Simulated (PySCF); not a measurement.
## Choosing a basis for TDDFT

C₃H₁₀SSi.
SMILES: `[SiH3]CCCS`

TDDFT with PBE0 (PySCF), vertical singlets, core orbitals frozen in the response, spherical d and f functions. The structure is a single PBE0-D3(BJ)/def2-SVP conformer in the gas phase; no vibrational or solvent corrections.

| basis | functions | diffuse | S1 (eV) | S2 (eV) | S3 (eV) | S4 (eV) | S5 (eV) | LUMO (eV) | α (au) |
| --- | --- | --- | --- | --- | --- | --- | --- | --- | --- |
| 6-31G* | 98 | no | 5.82 | 7.13 | 7.70 | 7.98 | 8.19 | 0.84 | 71.3 |
| 6-31+G* | 118 | yes | 5.40 | 6.12 | 6.31 | 6.74 | 6.86 | -0.11 | 81.0 |
| def2-SVP | 128 | no | 5.89 | 6.93 | 7.47 | 7.78 | 7.90 | 0.82 | 74.5 |
| def2-SVPD | 191 | yes | 5.48 | 6.19 | 6.61 | 6.96 | 7.15 | 0.08 | 89.5 |
| aug-cc-pVDZ | 213 | yes | 5.28 | 5.94 | 6.20 | 6.39 | 6.44 | -0.33 | 91.1 |
| def2-TZVP | 227 | no | 5.49 | 6.59 | 6.92 | 7.45 | 7.53 | 0.28 | 84.4 |
| def2-TZVPD | 290 | yes | 5.32 | 6.01 | 6.37 | 6.59 | 6.72 | -0.10 | 91.0 |

Task: How much do these states and the polarisability depend on the basis?

Result: States are compared by their number. Against the largest diffuse basis here (def2-TZVPD, itself not a converged limit), sets without diffuse functions differ by up to 0.57 eV in S1 and 1.47 eV in S5; the smaller diffuse sets differ by up to 0.16 and 0.43 eV. State by state, the largest deviation of a set without diffuse functions is S1 0.57, S2 1.12, S3 1.33, S4 1.39, S5 1.47 eV. The same number needn't mean the same state in each row. Against def2-TZVPD the polarisability deviates by -22% in 6-31G*, -11% in 6-31+G*, -18% in def2-SVP, -2% in def2-SVPD, 0% in aug-cc-pVDZ, -7% in def2-TZVP. A single + in a Pople set puts diffuse functions on heavy atoms only.

Without π bonds the low states are Rydberg-like; a valence basis with one diffuse set may place them up to an eV too high.
